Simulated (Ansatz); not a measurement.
Stepwise reaction of `[GaH3]` with hydrogen chloride, as a gas-phase model of exchange steps in deposition or etching. ΔE in kJ/mol; ΔG adds harmonic PBE0-D4 terms to CCSD(T)/CBS, at 1 bar.

Gas-phase electronic energies from Ansatz, PBE0-D4/def2-TZVP geometries. CBS: MP2 limit from def2 TZ/QZ plus the TZ coupled-cluster correction, frozen cores. This one scheme is used for every species. Functionals use def2-TZVPP. B3LYP here is the variant with VWN-RPA as its local correlation; programs differ in this. For Ga outer-core shells are correlated without core-valence functions, which leaves a few kJ/mol of doubt a bond. Scalar relativity is left out up to krypton.

```csv
step,reaction,PBE-D4,B3LYP-D4,ωB97M-V,CCSD(T)/CBS,ΔG(400 K)
2,`[Cl][GaH2]` + HCl → `[Cl][GaH][Cl]` + H₂,-99.8,-100.9,-99.4,-101.6,-95.9
3,`[Cl][GaH][Cl]` + HCl → `[Cl][Ga]([Cl])[Cl]` + H₂,-81.3,-83.3,-81.6,-83.5,-74.0
```

(1) Give the row of step 1, `[GaH3]` + HCl → `[Cl][GaH2]` + H₂. (Best estimate.)

(2) By hand: ΔE of the 3 steps together at CCSD(T)/CBS.

## Answers

(1) Computed: 
| step | reaction | PBE-D4 | B3LYP-D4 | ωB97M-V | CCSD(T)/CBS | ΔG(400 K) |
| --- | --- | --- | --- | --- | --- | --- |
| 1 | `[GaH3]` + HCl → `[Cl][GaH2]` + H₂ | -113.5 | -114.3 | -112.3 | -115.3 | -112.8 |

(2) (-115.3) + (-101.6) + (-83.5) = -300.4 kJ/mol, or -100.1 kJ/mol a step.

In ΔE each step is higher than the one before. All are downhill at CCSD(T)/CBS. ΔG lies between -112.8 and -74.0 kJ/mol a step. PBE-D4 differs from CCSD(T)/CBS by 1.8 to 2.2 kJ/mol a step. Isolated molecules leave out the surface, adducts and barriers. Largest T1 diagnostic: 0.013.
